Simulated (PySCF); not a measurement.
C₃H₅BF₂, SMILES FB1CC[C@@H]1F.

Geometry: PBE-D3(BJ)/def2-SVP. The structure was generated by enumeration; whether it is a known compound was not checked.

All values below come from TDA-PBE/def2-SVPD (PySCF 2.14.0).

Vertical excitations. Gas-phase values at a fixed geometry.

Question: Give excitation energies, oscillator strengths and character. (An estimate is asked for; the answer gives what the named calculation found.)

Answer: 
```csv
state,energy (eV),λ (nm),f,main pairs
S1,5.20,238,0.006,HOMO→LUMO 98 %
S2,6.14,202,0.016,"HOMO−1→LUMO 71 %, HOMO−2→LUMO 27 %"
S3,6.43,193,0.044,"HOMO−2→LUMO 71 %, HOMO−1→LUMO 26 %"
S4,6.69,185,0.012,HOMO→LUMO+1 100 %
S5,7.26,171,0.023,HOMO→LUMO+2 97 %
S6,7.37,168,0.012,HOMO−3→LUMO 95 %
S7,7.56,164,0.018,HOMO−1→LUMO+1 91 %
S8,7.69,161,0.001,HOMO→LUMO+3 90 %
S9,7.81,159,0.002,HOMO→LUMO+4 99 %
S10,7.86,158,0.010,HOMO−2→LUMO+1 95 %
T1,4.63,268,0,HOMO→LUMO 99 %
T2,5.44,228,0,HOMO−1→LUMO 92 %
T3,5.96,208,0,HOMO−2→LUMO 92 %
T4,6.55,189,0,HOMO→LUMO+1 99 %
```
Triplets are in the Tamm–Dancoff approximation.
